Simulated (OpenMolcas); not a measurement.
**F3+: effect of the basis set**

```json
{"Program": "OpenMolcas 26.06", "Method": "SS-CASPT2, IPEA 0.25 Eh, imaginary shift 0.1 Eh (closed shells correlated: 1s)", "Active space": "4 electrons in 8 orbitals (2s 2p 3s 3p)", "State averaging": "2S+1 = 3 even, 3 roots; 2S+1 = 1 even, 6 roots; 2S+1 = 5 odd, 1 root; 2S+1 = 3 odd, 9 roots; 2S+1 = 1 odd, 8 roots", "Spin-orbit coupling": "RASSI with atomic mean-field integrals over the reference wave functions, term energies averaged over their components"}
```

A. ANO-RCC-VTZP [4s3p2d1f], DKH2, point nucleus; CASPT2 step about 5 core-seconds
B. ANO-R2 [4s4p2d1f], X2C, finite nucleus; CASPT2 step of the order of 6 core-seconds
C. ANO-RCC-VQZP [5s4p3d2f1g], DKH2, point nucleus; CASPT2 step about 7 core-seconds
D. ANO-RCC [8s7p4d3f2g], DKH2, point nucleus; CASPT2 step about 12 core-seconds

Energies in eV above 2s2 2p2 3P0, the measured ground level; measured values from Moore, Atomic Energy Levels, vol. I, NSRDS-NBS 35 (1971 reprint of NBS Circular 467, 1949).

```csv
Level,A,B,C,D,Measured
2s2 2p2 3P0,0.0000,0.0000,0.0000,0.0000,0.0000
2s2 2p2 3P1,0.0276,0.0266,0.0269,0.0270,0.0279
2s2 2p2 3P2,0.0806,0.0777,0.0786,0.0789,0.0761
2s2 2p2 1D2,3.224,3.207,3.179,3.158,3.1295
2s2 2p2 1S0,6.708,6.667,6.632,6.604,6.6386
2s 2p3 5S* 2,9.016,8.941,8.969,9.034,
2s 2p3 3D* 1,18.308,18.213,18.195,18.198,
2s 2p3 3D* 2,18.309,18.214,18.195,18.198,18.3359
2s 2p3 3D* 3,18.311,18.215,18.197,18.200,
2s 2p3 3P* 0,21.824,21.717,21.704,21.690,
2s 2p3 3P* 1,21.825,21.718,21.705,21.691,21.7272
2s 2p3 3P* 2,21.828,21.721,21.707,21.693,21.7266
2s 2p3 1D* 2,28.683,28.559,28.524,28.463,
2s 2p3 3S* 1,29.717,29.609,29.602,29.537,
2s 2p3 1P* 1,32.145,31.997,31.977,31.902,31.9123
```

Deviations, from unrounded energies. A percentage is the sum of absolute deviations over the sum of measured energies, with the sign that they share, or ± where signs differ.

```json
{"Against measurement": "mean absolute deviation (cm-1)", "Levels": "8", "A": "630", "B": "330", "C": "310", "D": "290"}
{"Against measurement": "fine structure of the ground term (%)", "Levels": "2", "A": "±4.7", "B": "±2.9", "C": "±3.4", "D": "±3.6"}
{"Against measurement": "other terms of the ground configuration (%)", "Levels": "2", "A": "+1.7", "B": "+1.1", "C": "±0.6", "D": "±0.6"}
{"Against measurement": "other configurations (%)", "Levels": "4", "A": "±0.5", "B": "±0.2", "C": "±0.3", "D": "-0.2"}
```

D lies closest to measurement on these levels and A furthest from it. The largest miss of D in the table is 2s 2p3 3D* 2, by -1100 cm-1. The ranking rests on the paired levels alone, and a cruder setting can come out closer through cancelling errors.

Among A to D the level of the table that moves most is 2s 2p3 1P* 1, by 2000 cm-1 (lowest in D, highest in A). Moves below CASPT2's spread within the term are not significant.

CASPT2 breaks the degeneracy within a term, and the mean is taken; among the terms shown or strongly mixed into the levels shown the widest spread is 47 cm-1 (2s 2p3 1D*, A). Active for correlation alone: 3p 3s; no level in the range computed is led by a configuration that fills them, so any true level of that kind is missing. Computed and measured levels are paired by configuration, term and J; levels that our copy of the source lacks, or whose pairing is in doubt (as where it misses far off the trend of its configuration), stay unpaired and out of the deviations. Levels of configurations outside the active space are missing.

* marks odd parity.
